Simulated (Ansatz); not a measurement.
A nudged elastic band was laid between two geometries of C2H6BrGeN (11 atoms, charge 0, multiplicity 1).

The calculation used RKS revPBE-D4/def2-SVP in Ansatz 0.2.0.

| Item | Value |
| --- | --- |
| movable images | 7 |
| climbing image | yes |
| spring | 5.0 eV/Å² |
| optimiser | quadratic models (default) |
| start path | IDPP |
| force threshold | 0.03 eV/Å |
| iteration limit | 57 |
| end points | relaxed |

First end point:

```xyz
11
Properties=species:S:1:pos:R:3
C -1.016 0.397 -1.205
C 0.237 0.049 -0.430
N 0.221 -1.266 0.287
Ge 0.425 0.164 1.509
Br 2.590 0.492 2.317
H -1.019 1.464 -1.507
H -1.930 0.189 -0.615
H -1.070 -0.225 -2.126
H 1.179 0.324 -0.949
H 1.056 -1.836 0.090
H -0.608 0.190 2.650
```

Last end point:

```xyz
11
Properties=species:S:1:pos:R:3
C -1.022 0.711 -1.043
C 0.237 0.293 -0.314
N 0.518 -1.177 -0.280
Ge 0.290 -0.495 1.470
Br 2.261 -0.170 2.678
H -0.867 0.616 -2.142
H -1.284 1.766 -0.821
H -1.880 0.064 -0.776
H 1.104 0.965 -0.490
H 1.479 -1.405 -0.571
H -0.772 -1.226 2.312
```

**Question.** Which bonds break or form, and what moves?

**Answer.** No bond is made or broken. The dihedral H7–C1–C2–Ge4 goes from -31 to 90°. The two ends are copies of one structure, up to a mirror image or an exchange of like atoms.

**Question.** What energy profile does the band end with?

**Answer.** The forces met the threshold. The highest image is number 4 of 0 to 8, 0.118 eV above the ends, which have the same energy within 2 meV. A vibrational analysis at the climbing image gives one clearly imaginary mode, 218i cm⁻¹: a first-order saddle point.

```json
{"image": "0", "path coordinate (Å)": "0.00", "energy (eV)": "0.000", "dihedral H7–C1–C2–Ge4 (°)": "-31"}
{"image": "1", "path coordinate (Å)": "0.43", "energy (eV)": "0.017", "dihedral H7–C1–C2–Ge4 (°)": "-17"}
{"image": "2", "path coordinate (Å)": "0.85", "energy (eV)": "0.059", "dihedral H7–C1–C2–Ge4 (°)": "-1"}
{"image": "3", "path coordinate (Å)": "1.28", "energy (eV)": "0.101", "dihedral H7–C1–C2–Ge4 (°)": "14"}
{"image": "4", "path coordinate (Å)": "1.70", "energy (eV)": "0.118", "dihedral H7–C1–C2–Ge4 (°)": "29"}
{"image": "5", "path coordinate (Å)": "2.13", "energy (eV)": "0.101", "dihedral H7–C1–C2–Ge4 (°)": "45"}
{"image": "6", "path coordinate (Å)": "2.56", "energy (eV)": "0.059", "dihedral H7–C1–C2–Ge4 (°)": "60"}
{"image": "7", "path coordinate (Å)": "2.98", "energy (eV)": "0.017", "dihedral H7–C1–C2–Ge4 (°)": "75"}
{"image": "8", "path coordinate (Å)": "3.41", "energy (eV)": "0.000", "dihedral H7–C1–C2–Ge4 (°)": "90"}
```

**Question.** What is the geometry of the highest image?

**Answer.** 
```xyz
11
Properties=species:S:1:pos:R:3:forces:R:3
C -1.022 0.626 -1.118 0.01 -0.01 0.01
C 0.240 0.240 -0.347 -0.01 0.01 0.01
N 0.461 -1.230 -0.127 0.00 0.00 0.00
Ge 0.325 -0.327 1.520 0.00 0.00 -0.01
Br 2.332 0.079 2.641 0.00 0.00 0.00
H -0.797 1.370 -1.909 0.00 0.00 0.00
H -1.817 1.056 -0.477 0.00 0.00 0.00
H -1.436 -0.285 -1.597 0.00 0.00 0.00
H 1.138 0.835 -0.611 0.00 0.00 -0.01
H 1.394 -1.545 -0.430 0.00 0.00 0.00
H -0.752 -0.875 2.475 0.00 0.00 0.00
```

**Question.** What are the harmonic wavenumbers there?

**Answer.** 218i, 87, 109, 212, 296, 374, 456, 532, 552, 662, 687, 853, 912, 999, 1026, 1075, 1147, 1302, 1345, 1406, 1421, 2108, 2971, 3009, 3058, 3068, 3422 cm⁻¹.

The band took 4 iterations and about 4 core-minutes.

The run took 120 s on 2 threads of Arm Neoverse V1 (shared host), peak memory 0.2 GiB.
